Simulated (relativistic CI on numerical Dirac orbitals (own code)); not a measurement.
## Line list: Electric-dipole lines, Cl

Calculated at this level of theory: Dirac-Coulomb-Breit CI, separate exchange-only KLI orbitals for each configuration, a model potential for QED, valence Slater integrals scaled by 0.85, P86 correlation energy added to each configuration (own radial code, finite nucleus).

Configurations in the expansion (outside the closed core [Ne]): 3s2 3p5, 3s2 3p4 4s, 3s2 3p4 4p, 3s 3p6, 3s2 3p4 3d, 3s2 3p4 5s, 3s2 3p4 5p, 3s2 3p4 4d, 3s2 3p4 6s, 3s2 3p4 4f, 3s2 3p4 6p, 3s2 3p4 5d, 3s2 3p4 5f, 3s2 3p4 5g, 3s2 3p4 6d, 3s 3p5 3d, 3s2 3p3 3d2, 3s2 3p2 3d2 4s, 3s2 3p2 3d2 4p, 3s2 3p2 3d3, 3s2 3p2 3d2 5s, 3s2 3p2 3d2 5p, 3s2 3p3 4s2, 3s2 3p2 4s2 4p, 3s2 3p2 3d 4s2, 3s2 3p2 4s2 5s, 3s2 3p2 4s2 5p. Double excitations out of closed p, d and f shells are left out; levels of such configurations are missing from the list, as are those of other unlisted configurations, and high levels can miss mixing partners. These lack a partner that the ground configuration has and come out too high: 3s2 3p4 4d, 3s2 3p4 6s, 3s2 3p4 4f, 3s2 3p4 6p, 3s2 3p4 5d.

| λ vac (nm) | Lower | Upper | A (s⁻¹) | gf | Branching (%) |
| --- | --- | --- | --- | --- | --- |
| 119.80 | 3s2 3p5 2P°_3/2 [1] | 3s2 3p4 4s 2D_3/2 [22] | 3.02e+07 | 2.60e-02 | 11.9 |
| 119.81 | 3s2 3p5 2P°_3/2 [1] | 3s2 3p4 4s 2D_5/2 [21] | 2.59e+08 | 3.35e-01 | 100.0 |
| 121.08 | 3s2 3p5 2P°_1/2 [2] | 3s2 3p4 4s 2D_3/2 [22] | 2.24e+08 | 1.97e-01 | 88.1 |
| 135.78 | 3s2 3p5 2P°_3/2 [1] | 3s2 3p4 4s 2P_1/2 [7] | 2.38e+08 | 1.32e-01 | 35.1 |
| 136.98 | 3s2 3p5 2P°_3/2 [1] | 3s2 3p4 4s 2P_3/2 [6] | 5.66e+08 | 6.36e-01 | 85.2 |
| 137.43 | 3s2 3p5 2P°_1/2 [2] | 3s2 3p4 4s 2P_1/2 [7] | 4.39e+08 | 2.49e-01 | 64.9 |
| 138.67 | 3s2 3p5 2P°_1/2 [2] | 3s2 3p4 4s 2P_3/2 [6] | 9.83e+07 | 1.13e-01 | 14.8 |
| 140.41 | 3s2 3p5 2P°_3/2 [1] | 3s2 3p4 4s 4P_3/2 [4] | 1.25e+07 | 1.48e-02 | 89.3 |
| 141.48 | 3s2 3p5 2P°_3/2 [1] | 3s2 3p4 4s 4P_5/2 [3] | 3.22e+05 | 5.80e-04 | 100.0 |
| 141.48 | 3s2 3p5 2P°_1/2 [2] | 3s2 3p4 4s 4P_1/2 [5] | 2.83e+06 | 1.70e-03 | 88.3 |
| 142.17 | 3s2 3p5 2P°_1/2 [2] | 3s2 3p4 4s 4P_3/2 [4] | 1.50e+06 | 1.81e-03 | 10.7 |

Terms are leading LS components. Brackets give the number of a level in order of energy, since labels repeat. The list gives strong lines, with weight on those to low levels, without lines whose two gauges differ by over a factor of 2.5, among the lowest 189 of 2430 levels, so that lines to higher ones, which can be the strongest, are missing, and without lines across small gaps between configurations, and without 163 lines that miss the measured interval by over 3.5 %, start from a term whose rates miss tabulated ones by over 60 %, have gauges far apart or, lacking measured levels, span too small a gap for the errors found; lines with a level outside our table were not tested and can miss by more. Levels whose partners in the same complex of configurations lie outside the list can be far off, and so can their lines. Rates are taken at the computed energies, electric ones in the length gauge.

For a near-neutral ion this model can misplace configurations by up to about 10,000 cm⁻¹ (more where the count of f electrons changes) and terms by 10 to 25 % of their spread. Rates follow the energies as ν³ (E1, M1) or ν⁵ (E2), so they and the lifetimes can be off by large factors. The fine structure of a lone outer electron comes out too small, for d and f at times inverted, and misplaced configurations move strength between like terms. 20 of the 21 excited levels that our extract of the measured tables holds in this range could be paired (the sources list more); they are missed by 1855 cm⁻¹ on average and 2883 at most, and levels without a partner can miss by more.

Problem. From the table, what is the radiative lifetime of 3s2 3p4 4s 2D_3/2?

Solution. The listed rates from this level add up to about 2.54e+08 s⁻¹, 100 % of its decay; with all channels τ = 3.93e-09 s.

LS names give the leading component of a level, which can be under half, so a name can repeat, a term be missing and a line seem to break the LS rules.
